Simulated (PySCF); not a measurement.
# Peak assignment

Geometry (Å), atoms numbered from 1 in this order:
```xyz
21

C    -1.5069    1.9222    0.8897
C    -1.4264    0.6064    0.8508
C    -1.1114   -0.1850   -0.3885
C    -2.0972   -1.2877   -0.6280
C    -1.4784   -2.4745   -0.5781
C    -0.0690   -2.2808   -0.3218
C     0.1684   -0.9614   -0.2193
O     1.3885   -0.4107    0.0841
C     1.7495    0.8080   -0.3589
C     3.1040    1.1671    0.1907
O     1.0920    1.4976   -1.0896
H    -1.3456    2.5270    0.0131
H    -1.7259    2.4486    1.8034
H    -1.5741    0.0075    1.7400
H    -1.0470    0.4937   -1.2433
H    -3.1404   -1.0967   -0.7966
H    -1.9278   -3.4424   -0.7100
H     0.6546   -3.0697   -0.2353
H     3.0286    1.2914    1.2688
H     3.8084    0.3641   -0.0100
H     3.4471    2.0921   -0.2617
```

PySCF 2.14.0 with density-fitted response routines calculation with coordinates at the GFN2-xTB level and shielding tensors at PBE0/pcSseg-1 (GIAO); a single conformation, no relativistic terms, gas phase, fast rotation and ring inversion assumed for equivalent nuclei.

Scale: $^{13}$C (186.93 ppm) and $^{1}$H (31.72 ppm) against TMS (reference shieldings calculated alike).

Problem. Assign these signals to the numbered atoms. $^{13}$C{$^{1}$H} NMR (computed): δ 173.4 (C), 170.2 (C), 141.4 (CH), 139.5 (CH), 137.5 (CH), 130.0 (CH2), 119.8 (CH), 61.0 (CH), 24.1 (CH3).

Solution. 
173.4 → C9, ester carbonyl carbon: lone-pair donation from the attached heteroatom keeps it upfield of a ketone carbonyl
170.2 → C7, alkene carbon bearing oxygen: an sp2 carbon further deshielded by the attached heteroatom
141.4 → C2, alkene CH: an sp2 carbon of a C=C bond
139.5 → C4, alkene CH
137.5 → C5, alkene CH
130.0 → C1, terminal =CH2 carbon: as expected for a trigonal carbon in a double bond
119.8 → C6, β carbon of an enol-ether or enamine type C=C
61.0 → C3, allylic sp3 CH
24.1 → C10, methyl carbon α to a carbonyl: the adjacent C=O deshields it moderately

C2 and C4 lie closer than the usual error of such a calculation, so a measured spectrum could show them in the other order.

Problem. Assign these signals to the numbered atoms. $^{1}$H NMR (400 MHz, computed): δ 6.64 (m, 1H), 6.20 (m, 1H), 5.99 (d, 1H), 5.80 (m, 1H), 5.72 (m, 1H), 5.34 (m, 1H), 5.17 (m, 1H), 2.16 (s, 3H).

Solution. 
```tsv
δ (ppm)	atoms	environment	reason
6.64	H17	hydrogen on an alkene CH	attached to an sp2 carbon and in the plane of the double bond
6.20	H16	hydrogen on an alkene CH	–
5.99	H18	hydrogen on a β carbon of an enol-ether or enamine type C=C	attached to an sp2 carbon and in the plane of the double bond
5.80	H12	hydrogen on a terminal =CH2 carbon	attached to an sp2 carbon and in the plane of the double bond
5.72	H13	hydrogen on a terminal =CH2 carbon	–
5.34	H15	hydrogen on an allylic sp3 CH	–
5.17	H14	hydrogen on an alkene CH	attached to an sp2 carbon and in the plane of the double bond
2.16	H19/H20/H21	hydrogen on a methyl carbon α to a carbonyl	α to C=O
```

H12 and H13 lie closer than the usual error of such a calculation, so a measured spectrum could show them in the other order.

Shifts are as computed. Against solution values, carbons near 30 ppm lie about +3 ppm off and those near 130 ppm about +5 ppm. Of 1211 compounds with measured shifts, 218 miss one by over three times the rms of a fit or turn the order of signals round; such compounds aren't used in these exercises. No couplings were computed; multiplicities are counted from neighbouring protons, with m where these are inequivalent, close in shift, in a saturated or five-membered ring or joined by F or P, and br s for small geminal =CH2 splittings.
